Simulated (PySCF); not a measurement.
Isomers of C3H6BF, mass 72.055 u with the commonest isotopes. Method used: PBE0-D3(BJ)/def2-SVP geometry optimisation, gas phase in PySCF 2.14.0. One conformer each, none proved a minimum here; rigid rotors.

Task: Order these by rotational constant A, smallest first.
A. `[BH2:1][C@@H:2]1[CH2:3][C@@H:4]1[F:5]` with H–B1–C2–C3 -136° and 41°
B. `B/C(C)=C\F`
C. `[F:1][BH:2][CH:3]1[CH2:4][CH2:5]1` with F1–B2–C3–C4 -146°

Result: A (7921 MHz), B (8805 MHz), C (15539 MHz).

Task: Order these by rotational constant B, smallest first.
A. `C(/B)(=C/F)C`
B. `[F:1][BH:2][CH:3]1[CH2:4][CH2:5]1` with F1–B2–C3–C4 -146°
C. `[BH2:1][C@@H:2]1[CH2:3][C@@H:4]1[F:5]` with H–B1–C2–C3 -136° and 41°

Result: B (2763 MHz), A (3793 MHz), C (4807 MHz).

Task: Order these by radius of gyration √(Σ m r²/M), largest first.
A. `[BH2:1][C@@H:2]1[CH2:3][C@@H:4]1[F:5]` with H–B1–C2–C3 -136° and 41°
B. `B/C(C)=C\F`
C. `[F:1][BH:2][CH:3]1[CH2:4][CH2:5]1` with F1–B2–C3–C4 -146°

Result: C (1.676 Å), B (1.620 Å), A (1.458 Å).

| SMILES | point group | Ia (u·Å²) | Ib (u·Å²) | Ic (u·Å²) | κ | μa (D) | μb (D) | μc (D) |
| --- | --- | --- | --- | --- | --- | --- | --- | --- |
| B[C@@H]1C[C@@H]1F | C1 | 63.80 | 105.13 | 137.28 | -0.47 | 0.08 | 2.05 | 0.66 |
| B/C(C)=C\F | near Cs | 57.40 | 133.24 | 187.49 | -0.64 | 0.75 | 1.84 | 0.01 |
| FBC1CC1 | Cs | 32.52 | 182.89 | 189.42 | -0.99 | 1.69 | 0.00 | 0.20 |
